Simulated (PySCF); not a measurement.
# Fractional electron number in Ta (tantalum, neutral)

The 6s beta orbital of [Xe] 4f14 5d3 6s2 is emptied in steps (occupation f), with all orbitals relaxed, ending at [Xe] 4f14 5d3 6s1. Calculation: PySCF 2.14, in aug-cc-pVTZ-PP with ECP60MDF (6s6p5d3f2g, 88 functions); scalar relativity through the core potential. The exact energy is a straight line in f; departures are measured from the line between the end points of the same method.

```json
{"f": "1", "BHandHLYP (eV)": "0.000"}
{"f": "0.9", "BHandHLYP (eV)": "-0.128"}
{"f": "0.7", "BHandHLYP (eV)": "-0.302"}
{"f": "0.5", "BHandHLYP (eV)": "-0.366"}
{"f": "0.3", "BHandHLYP (eV)": "-0.313"}
{"f": "0.1", "BHandHLYP (eV)": "-0.136"}
{"f": "0", "BHandHLYP (eV)": "0.000"}
```

Question: For BHandHLYP, how does the orbital energy at f = 1 compare with the removal energy?

Answer: −ε = 5.787 eV against a total-energy difference of 7.194 eV. By Janak's theorem ε = ∂E/∂f, so the gap between them reflects the curvature. Along the path −ε is 6.051 (f = 0.9), 6.595 (f = 0.7), 7.163 (f = 0.5), 7.761 (f = 0.3), 8.399 (f = 0.1) eV.

Reference removal energy between the ground levels: 7.550 eV (measured; NIST Atomic Spectra Database, ionization energies). The calculation has no spin-orbit coupling.
